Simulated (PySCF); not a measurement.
Si(F)(Cl)(OH)(OMe) (CH4ClFO2Si), SMILES CO[Si](Cl)(O)F. Atoms are numbered in the order given.

```xyz
10

C     -2.1495    -0.4629     1.0020
O     -1.2171     0.5313     0.6563
Si     0.3030     0.2946     0.1448
O      1.2027    -0.3626     1.3398
F      0.8818     1.7242    -0.2927
Cl     0.3518    -0.9045    -1.5174
H     -1.8355    -1.0092     1.9067
H     -2.2884    -1.1872     0.1815
H     -3.1138     0.0240     1.2039
H      2.0909    -0.6653     1.1300
```

Geometry optimised at PBE0-D3(BJ)/def2-SVP. Other conformers were not sampled.

The numbers are results of TDA-PBE/def2-SVPD in PySCF, not measurements.

Vertical excitations. 

Computed excitation energies, oscillator strengths and character:
```json
[
 {"state": "S1", "energy (eV)": "6.49", "λ (nm)": "191", "f": "0.001", "main pairs": "HOMO→LUMO 100 %"},
 {"state": "S2", "energy (eV)": "7.03", "λ (nm)": "176", "f": "0.019", "main pairs": "HOMO−1→LUMO 98 %"},
 {"state": "S3", "energy (eV)": "7.19", "λ (nm)": "172", "f": "0.021", "main pairs": "HOMO−2→LUMO 97 %"},
 {"state": "S4", "energy (eV)": "7.54", "λ (nm)": "164", "f": "0.031", "main pairs": "HOMO−3→LUMO 98 %"},
 {"state": "S5", "energy (eV)": "7.71", "λ (nm)": "161", "f": "0.020", "main pairs": "HOMO→LUMO+1 73 %, HOMO→LUMO+2 26 %"},
 {"state": "S6", "energy (eV)": "7.81", "λ (nm)": "159", "f": "0.029", "main pairs": "HOMO→LUMO+2 72 %, HOMO→LUMO+1 24 %"},
 {"state": "S7", "energy (eV)": "8.00", "λ (nm)": "155", "f": "0.042", "main pairs": "HOMO−4→LUMO 95 %"},
 {"state": "S8", "energy (eV)": "8.20", "λ (nm)": "151", "f": "0.001", "main pairs": "HOMO−1→LUMO+1 95 %"},
 {"state": "S9", "energy (eV)": "8.28", "λ (nm)": "150", "f": "0.012", "main pairs": "HOMO−1→LUMO+2 89 %"},
 {"state": "S10", "energy (eV)": "8.32", "λ (nm)": "149", "f": "0.012", "main pairs": "HOMO→LUMO+3 87 %"},
 {"state": "T1", "energy (eV)": "6.38", "λ (nm)": "194", "f": "0", "main pairs": "HOMO→LUMO 100 %"},
 {"state": "T2", "energy (eV)": "6.88", "λ (nm)": "180", "f": "0", "main pairs": "HOMO−1→LUMO 96 %"},
 {"state": "T3", "energy (eV)": "6.97", "λ (nm)": "178", "f": "0", "main pairs": "HOMO−2→LUMO 96 %"},
 {"state": "T4", "energy (eV)": "7.34", "λ (nm)": "169", "f": "0", "main pairs": "HOMO−3→LUMO 99 %"}
]
```
Triplets are in the Tamm–Dancoff approximation.
